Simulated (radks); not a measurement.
Values are calculated unless marked as measured or tabulated.
These are the eigenvalues of the occupied orbitals of an atom or ion with whole-number occupations (eV). Level of theory: scalar-relativistic Kohn-Sham, PBEsol, spin-polarised, spherical densities, finite nucleus; Fermi nuclear charge, rms radius of each element as measured or else 0.836 A^(1/3) + 0.57 fm (a radial shooting solver on a logarithmic mesh with Libxc functionals).

orbital  eigenvalue
1s up     -21482.63
1s down   -21482.52
2s up     -3598.078
2s down   -3589.541
2p up     -3287.806
2p down   -3281.359
3s up     -1071.583
3s down   -1061.262
3p up     -969.7840
3p down   -959.2386
3d up     -813.5894
3d down   -801.2245

Which element is it, and in what charge state? The configuration may be excited. Open shells, if any, are filled with parallel spins first.

Answer. Z = 43, technetium, charge +19: Tc19+ in [Ar] 3d6. The list shows which subshells hold electrons but not how many an open one holds; the 1s level, -789.47 hartree, gives Z - s = 39.7 by -(Z - s)^2/2, which with screening and relativity narrows Z to a few neighbours, and the depths of the outer levels then fix element, charge and occupations together.
